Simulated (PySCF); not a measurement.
Positional isomers: azulene fluoro+boryl. All species are isolated molecules in the gas phase. One relaxed conformer stands for each flexible species; it need not be the lowest. Strings in code marks are SMILES.

The LUMO from two functionals at the same geometries (B3LYP-D3(BJ)/def2-SVP), both in PySCF: PBE-D3(BJ)/def2-TZVP and TPSSh-D3(BJ)/def2-TZVP. 

```tsv
species	TPSSh-D3(BJ)/def2-TZVP (eV)
`Bc1cc2-c(ccc2)cc(c1)F`	-3.04
`Bc1cc2cccc(F)cc-2c1`	-3.34
`Bc1cc2cccccc-2c1F`	-3.30
`Bc1ccc2cc(F)cc-2cc1`	-3.28
```

Task: What does PBE-D3(BJ)/def2-TZVP give for each?

Result: 
- `Bc1cc2-c(ccc2)cc(c1)F`: -3.47
- `Bc1cc2cccc(F)cc-2c1`: -3.76
- `Bc1cc2cccccc-2c1F`: -3.72
- `Bc1ccc2cc(F)cc-2cc1`: -3.68
Over these rows, drawn at random from the members with no instability flagged (it was tested for open shells, ions and some series alone), PBE minus TPSSh-D3(BJ): mean -0.41 eV, from -0.42 eV to -0.40 eV.
